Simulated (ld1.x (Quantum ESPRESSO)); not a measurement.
Yb: one change to a TM semilocal potential, before and after

ytterbium (Yb), norm-conserving Troullier–Martins (semilocal form), made with ld1.x (Quantum ESPRESSO) 7.5 (PBE, scalar-relativistic). Core [Kr] 4d10, reference 4f14 5s2 5p6 5d0 6s2 6p0. Waves: 5s (bound): rc 1.30 bohr; 5p (bound): rc 2.45 bohr; 5d (bound, empty): rc 3.15 bohr; 4f (bound): rc 1.25 bohr. Local part: the f channel. Core correction: none.

Occupied shells without a wave of their own: 6s. They enter only through the test configuration that unscreens the potential.

All-electron outer shells of the reference configuration (PBE, scalar-relativistic, ld1.x):

```json
{"shell": "4p", "level (eV)": "-338.25", "outermost node (bohr)": "0.26", "outermost maximum (bohr)": "0.48"}
{"shell": "4d", "level (eV)": "-177.93", "outermost node (bohr)": "0.24", "outermost maximum (bohr)": "0.49"}
{"shell": "5s", "level (eV)": "-54.92", "outermost node (bohr)": "0.58", "outermost maximum (bohr)": "1.07"}
{"shell": "5p", "level (eV)": "-27.42", "outermost node (bohr)": "0.62", "outermost maximum (bohr)": "1.24"}
{"shell": "6s", "level (eV)": "-3.92", "outermost node (bohr)": "1.47", "outermost maximum (bohr)": "3.28"}
{"shell": "4f", "level (eV)": "-3.01", "outermost node (bohr)": "–", "outermost maximum (bohr)": "0.49"}
{"shell": "6p", "level (eV)": "-1.11", "outermost node (bohr)": "1.81", "outermost maximum (bohr)": "4.66"}
{"shell": "5d", "level (eV)": "-0.67", "outermost node (bohr)": "0.70", "outermost maximum (bohr)": "2.12"}
```

Change: wave 5s (bound): rc 1.30 bohr becomes 5s (bound): rc 1.74 bohr.

Cutoffs: the cutoffs (Ry, on a coarse ladder) from which the occupation-weighted sum of valence levels, in a spherical-Bessel basis at the reference potential, stays within 10 and 1 mRy of its value at 400 Ry; they do not see the model core or the augmentation charge, which bear on the density cutoff. Errors are all-electron minus pseudo energies relative to the spin-unpolarised reference configuration.

**Question.** What does the change do?

**Answer.** The miss of the reference levels goes from 0.04 to 0.44 eV; of the 7 tests that both files solve, the error grows in 6 and shrinks in 1 by more than 15 % and 0.3 meV (median size 104.2 → 1122.7 meV); the range in which the s phases agree narrows (upper end 2.7 → -0.7); neither file shows a bound ghost at the reference potential, the only one tested. A semilocal file is local in each channel, so a ghost entry of none says nothing of the separable form that plane-wave codes build from it.

```tsv
quantity	base	changed
cutoff, loose	300 Ry	300 Ry
cutoff, tight	over 300 Ry	over 300 Ry
loose cutoff by channel (10 mRy a level)	s 70 Ry, p 15 Ry, f 230 Ry	s 30 Ry, p 15 Ry, f 230 Ry
bound ghosts	none	none
largest miss of a reference level, eV	0.04	0.44
error for 4f14 5s2 5p6 5d0 6s1 6p0, meV [ΔE 6.53 eV]	-64	-610
error for 4f14 5s2 5p6 5d0 6s0 6p0, meV [ΔE 18.78 eV]	-171	-1641
error for 4f13 5s2 5p6 5d0 6s0 6p0, meV [ΔE 45.36 eV]	-167	-2588
error for 4f14 5s1 5p6 5d0 6s2 6p0, meV [ΔE 61.10 eV]	+0.7	+101
error for 4f12 5s2 5p6 5d0 6s0 6p0, meV [ΔE 91.77 eV]	+104	-3278
error for 4f14 5s2 5p5 5d0 6s2 6p0, meV [ΔE 32.99 eV]	-26	+6.8
error for 4f14 5s2 5p6 5d1 6s0 6p0, meV [ΔE 9.47 eV]	-114	-1123
s: phases at 3.39 bohr within 0.05 rad from the reference energy up to (Ry; the scan ends near 5)	2.7	-0.7
p: phases at 3.39 bohr within 0.05 rad from the reference energy up to (Ry; the scan ends near 5)	-0.1	-0.1
d: phases at 3.39 bohr within 0.05 rad from the reference energy up to (Ry; the scan ends near 5)	1.3	1.3
f: phases at 3.39 bohr within 0.05 rad from the reference energy up to (Ry; the scan ends near 5)	3.8	3.8
```

Changed file: These tests converged, but a pseudo level misses the all-electron one widely, so the file describes the atom poorly there or has found another state: 4f12 5s2 5p6 5d0 6s0 6p0: empty 6s by 3.5 eV; 4f14 5s2 5p6 5d1 6s0 6p0: empty 6p by 3.2 eV. The 6s level has no wave, so the channel is fitted at the deeper level alone: the likely source of the large errors.
